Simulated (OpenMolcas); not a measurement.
## Cr3+: effect of the metal basis

Cr3+ with its 6 nearest fluoride ions at 1.925 Å, on the Y site of Cs2NaYF6 (a = 9.075 Å, distance in the model lattice 2.178 Å). The rest of the host is ab initio model potentials to 7.6 Å and point charges beyond; the distance is set by hand and nothing relaxes.

```yaml
Program: OpenMolcas
Method: "SS-CASPT2, IPEA 0.25 Eh, imaginary shift 0.1 Eh (closed shells correlated: 3s 3p and the ligand valence shells)"
Spin-orbit_coupling: state interaction with AMFI integrals over the reference wave functions
```

Fixed: ligand basis ANO-RCC-VDZP, active space 3 electrons in 5 orbitals (3d), DKH2 Hamiltonian.

States (labels of O, the rotations of Oh). Energies in cm-1 above the lowest state or level, χT in cm3 K/mol.

| Run | Metal basis | Ground state | First state of that spin | First gap with spin-orbit (degeneracies) | χT at 300 K | First state of another spin | Cost |
| --- | --- | --- | --- | --- | --- | --- | --- |
| A | ANO-RCC-VDZP | 4A2 | 4T2 16650 | 15230 (4, 4) | 1.837 | 2E 15300 | roughly 2.5 core-minutes |
| B | ANO-RCC-VTZP | 4A2 | 4T2 16110 | 14680 (4, 4) | 1.837 | 2E 14750 | roughly 5 core-minutes |

Against A, the first state of the same spin changes by -3.2 % in B.

Costs are those of the CASPT2 steps.

Roots that are degenerate in the reference are averaged as groups; the widest CASPT2 spread within a group is 630 cm-1 (the 3-fold group of multiplicity 2 near 31200 cm-1 above the lowest state of its run, B). Shifts and gaps below about the spread of the groups concerned are not significant. Over all roots computed the reference weight is 0.73 in A, 0.72 to 0.73 in B; a low but even weight reflects the number of correlated electrons. Ligand-to-metal charge-transfer states are missing. With no ligand orbital active B as a rule stays too high, so bands that hang on it stand too high and its fall with covalency is understated. With one d shell and no ligand orbital active, 10Dq can be off by a tenth or more. The distance lies 4 % under the 2.014 Å that this model takes as the normal distance (a Shannon-type radius plus a fixed donor radius, weighted with the host); by an R⁻⁵ law this alone changes a d-shell field by about +25 %. No measured value stands beside these numbers; the geometry was set by hand and not optimised.
